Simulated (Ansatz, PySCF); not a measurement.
Process, species as SMILES: I (HI) -> [I-] + H+
Structures are relaxed separately at B3LYP-D3(BJ)/def2-TZVP in Ansatz (a quantum-chemistry and plane-wave program).

Wanted: gas-phase deprotonation energy (enthalpy at 298 K, with B3LYP-D3(BJ) rigid-rotor harmonic-oscillator terms from PySCF), in eV. Valence correlation only, unless marked. No spin-orbit coupling. The frozen core is the preceding noble-gas configuration, with the filled d and f shells of earlier blocks. Past Kr the def2 sets carry scalar-relativistic core potentials. STO-3G rows are all-electron and non-relativistic. Anions need diffuse functions: def2-D sets add few; the other sets have none. CBS(X,Y): correlation extrapolated as X^-3; Hartree-Fock from the larger set.

```tsv
level	program	gas-phase deprotonation energy (eV)
PBE/def2-TZVPD	Ansatz	13.67
B97M-V/def2-TZVPD	Ansatz	13.76
PBE0-D4/def2-TZVP	Ansatz + dftd4	13.73
BHLYP/def2-TZVPD	Ansatz	13.60
PW6B95-D4/def2-TZVPD	PySCF + dftd4	13.69
HSE06-D4/def2-TZVPD	Ansatz + dftd4	13.66
LC-wPBE/def2-TZVPD	Ansatz	13.73
MP2/def2-SVP	Ansatz	13.98
CCSD(T)/STO-3G	Ansatz	18.12
CCSD(T)/CBS(def2-TZVPPD,def2-QZVPPD)	Ansatz	13.63
```
